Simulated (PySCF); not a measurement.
A calculated (LDA, PySCF 2.14, Sapporo-DKH3-DZP-2012, the spin-free X2C one-electron Hamiltonian (Gaussian nucleus)) atom or ion has these occupied shells.

| shell | electrons | orbital energy (eV) | rms radius, mean of both spins (bohr) |
| --- | --- | --- | --- |
| 1s | 2 | -3515.6 | 0.0939 |
| 2s | 2 | -358.36 | 0.422 |
| 2p | 6 | -286.28 | 0.391 |
| 3s | 2 | -41.361 | 1.37 |
| 3p | 6 | -24.983 | 1.56 |

Q: Name the element and its charge.

A: K⁺ (potassium, charge +1), in [Ar], closed-shell 1S.
